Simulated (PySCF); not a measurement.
## Au⁶⁰⁺: ionisation energy

Au⁶⁰⁺ [Ar] 3d1 [3d3/2^1, M_J = 3/2] → Au⁶¹⁺ [Ar], as a difference of total energies. All numbers are calculated (PySCF 2.14, the two-component X2C-1e Hamiltonian, in an even-tempered Gaussian basis (15 s from 19 bohr⁻², ratio 2.8; 12 p from 24 bohr⁻², ratio 2.8; 8 d from 24 bohr⁻², ratio 2.8; 3 f from 74 bohr⁻², ratio 3)). Correlated levels: [Ne] frozen; the 72 highest virtual spinors dropped. "Screened" scales the spin-orbit matrix elements by Boettger's factors to mimic the two-electron term; Breit and QED terms are absent.

| method | ionisation energy (eV) |
| --- | --- |
| GHF (spin-free) | 6246.4 |
| GMP2 (spin-free) | 6245.9 |
| GHF (screened spin-orbit) | 6309.2 |
| GMP2 (screened spin-orbit) | 6308.8 |

Breit and QED terms and the two-electron picture change are absent.

The spin-free rows lack the spin-orbit shift.

For comparison: 6305 ± 10 eV (theoretical estimate listed by NIST; NIST Atomic Spectra Database, ionization energies).
